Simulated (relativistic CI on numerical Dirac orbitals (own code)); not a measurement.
**Hyperfine structure of La3+, mass number 138**

Computed by Dirac-Coulomb-Breit CI, separate exchange-only KLI orbitals for each configuration, QED by a radiative potential, valence Slater integrals scaled by 0.85, P86 correlation energy added to each configuration (own radial code, finite nucleus).

CI space (outside the closed core [Kr] 4d10): 5s²5p⁶, 5s²5p⁵5d, 5s²5p⁵4f, 5s²5p⁵5f, 5s5p⁶5d, 5s²5p⁵6s, 5s²5p⁵6p, 5s5p⁶5f, 5s²5p⁵6d, 5s²5p⁵7s, 5s²5p⁵7p, 5p⁶4f², 5p⁵4f²5d, 5p⁵4f³, 5p⁵4f²5f, 5p⁵4f²6s, 5p⁵4f²6p. Double excitations out of closed p, d and f shells are left out; levels of such configurations are missing from the list, as are those of other unlisted configurations, and high levels can miss mixing partners.

Nuclear spin I = 5, μ = 3.7084 μN, Q = 0.39 b (tables of Stone and Pyykkö). The electronic factors are computed for point nuclear moments, without core polarisation; leaving it out makes A of s and p electrons in near-neutral atoms 20 to 40 % too small, and it can dominate for d and f shells.

| Level | E (cm⁻¹) | A (MHz) | B (MHz) |
| --- | --- | --- | --- |
| 5s²5p⁵4f ³D1 | 147903.8 | -554 | -98 |
| 5s²5p⁵4f ³D2 | 150585.8 | -109.9 | 158 |
| 5s²5p⁵4f ³G5 | 154127.7 | 568.8 | -1290 |
| 5s²5p⁵4f ³D3 | 154880.1 | -35.55 | 369 |
| 5s²5p⁵4f ³G4 | 155050.2 | 778.2 | -1320 |
| 5s²5p⁵4f ³G3 | 159599.0 | 848.4 | -471 |
| 5s²5p⁵5d ³P°1 | 159956.5 | 207.3 | 229 |
| 5s²5p⁵4f ³F4 | 162894.0 | 527 | 19.5 |

Levels with J = 0, under 50 % of one LS term, or S terms without an open s electron are left out. Small factors come from cancelling terms and can be off by tens of per cent or more.

For a near-neutral ion this model can misplace configurations by up to about 10,000 cm⁻¹ (more where the count of f electrons changes) and terms by 10 to 25 % of their spread. Rates follow the energies as ν³ (E1, M1) or ν⁵ (E2), so they and the lifetimes can be off by large factors. The fine structure of a lone outer electron comes out too small, for d and f at times inverted, and misplaced configurations move strength between like terms. 43 of the 47 excited levels that our extract of the measured tables holds in this range could be paired (the sources list more); they are missed by 3609 cm⁻¹ on average and 8727 at most, and levels without a partner can miss by more.

Task: Give the hyperfine levels of 5s²5p⁵4f ³D1 relative to its centre of gravity.

Result: With K = F(F + 1) − I(I + 1) − J(J + 1), E = AK/2 + B[¾K(K + 1) − I(I + 1)J(J + 1)]/[2I(2I − 1)J(2J − 1)]: F = 4: 3282, F = 5: 617.7, F = 6: -2795 MHz.

LS names give the leading component of a level, which can be under half, so a name can repeat, a term be missing and a line seem to break the LS rules.
